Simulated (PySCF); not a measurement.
Isomers of C3H8Cl2OSi2, one GFN2-xTB conformer each. Single-point energies are computed at PBE0/pcSseg-1 (PySCF, gas phase, no added dispersion term), electronic only.

Question: Rank them by PBE0/pcSseg-1 energy, lowest first (kJ/mol).
A. `[Cl:1][CH2:2][Si@@H:3]1[O:4][CH2:5][C@@H:6]([Cl:7])[SiH2:8]1` with Cl1–C2–Si3–O4 -173°, C2–Si3–O4–C5 -147°, Si3–O4–C5–C6 48°, O4–C5–C6–Cl7 -169°, C5–C6–Si8–Si3 24°
B. `[CH3:1][O:2][SiH2:3]/[CH:4]=[C:5](\[Cl:6])[SiH2:7][Cl:8]` with C1–O2–Si3–C4 180°, O2–Si3–C4–C5 178°, C4–C5–Si7–Cl8 108°
C. `[CH2:1]=[CH:2][O:3][Si@@H:4]([Cl:5])[SiH2:6][CH2:7][Cl:8]` with C1–C2–O3–Si4 -179°, C2–O3–Si4–Cl5 60°, O3–Si4–Si6–C7 62°, Si4–Si6–C7–Cl8 57°

Answer: C (0.0), B (18.6), A (71.8).

As drawn, the lowest has a C=C bond outside aromatic rings, which the highest lacks. GFN2-xTB itself gives, in the same order: 39.2, 0.0, 103.3. GFN2-xTB puts CO[SiH2]/C=C(\Cl)[SiH2]Cl lowest instead; measured from each level's own lowest isomer, the values differ by up to 39.2 kJ/mol (C=CO[Si@@H](Cl)[SiH2]CCl: 39.2 against 0.0).

Question: Which frontier levels, dipoles and rotational constants go with these structures?

Answer: 
| SMILES | HOMO (eV, PBE0/pcSseg-1) | LUMO (eV) | dipole (D) | A, B, C (MHz) |
| --- | --- | --- | --- | --- |
| C=CO[Si@@H](Cl)[SiH2]CCl | -7.26 | -0.67 | 1.32 | 1143, 594.5, 456.5 |
| CO[SiH2]/C=C(\Cl)[SiH2]Cl | -7.86 | -1.32 | 2.40 | 2074, 396.5, 361.4 |
| ClC[Si@@H]1OC[C@@H](Cl)[SiH2]1 | -7.74 | -0.66 | 0.89 | 2767, 441.1, 398.2 |

Question: As an exercise, what shares would exp(−E/RT) give at 1000 K from these electronic energies alone (no entropy, no degeneracies)?

Answer: RT = 8.314 kJ/mol: C=CO[Si@@H](Cl)[SiH2]CCl 90.3 %, CO[SiH2]/C=C(\Cl)[SiH2]Cl 9.7 %, ClC[Si@@H]1OC[C@@H](Cl)[SiH2]1 under 0.1 %.
